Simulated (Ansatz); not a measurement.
BFH6OSi2 can be A, `B[Si](O)(F)[SiH3]`, or B, `OB[SiH2][SiH2]F`.

Program: Ansatz. Geometries: PBE0-D4/def2-TZVP. ΔE: electronic, gas phase. CCSD(T)/CBS adds triple-zeta CCSD(T) − MP2 to the extrapolated MP2 energy (def2 sets, frozen cores). DFT in def2-TZVPP. B3LYP here is the variant with VWN-RPA as its local correlation; programs differ in this. Each species was taken in one conformer, which may not be the lowest.

Problem. Which isomer does CCSD(T)/CBS put lower? Give the gap. (Best estimate.)

Solution. The calculation gave: B, by 12.1 kcal/mol.

Problem. Give E(B) − E(A) in kcal/mol with CCSD(T)/def2-TZVPP, r2SCAN-D4, B3LYP-D4, CCSD/def2-TZVPP, ωB97M-V, B3LYP, PBE-D4. (Best estimate.)

Solution. Computed: CCSD(T)/def2-TZVPP -12.7, r2SCAN-D4 -13.3, B3LYP-D4 -12.9, CCSD/def2-TZVPP -11.7, ωB97M-V -13.1, B3LYP -13.0, PBE-D4 -15.6. None reverses the order clearly.

Largest T1 diagnostic: 0.014.

From PBE to PBE0 (25 % exact exchange), in def2-TZVPP and without D4, E(B) − E(A) moves by +1.5 kcal/mol. In def2-TZVPP, CCSD(T) changes the Hartree–Fock value by −4.8 kcal/mol (the triples alone add −1.0 kcal/mol) and MP2 by −4.5 kcal/mol.
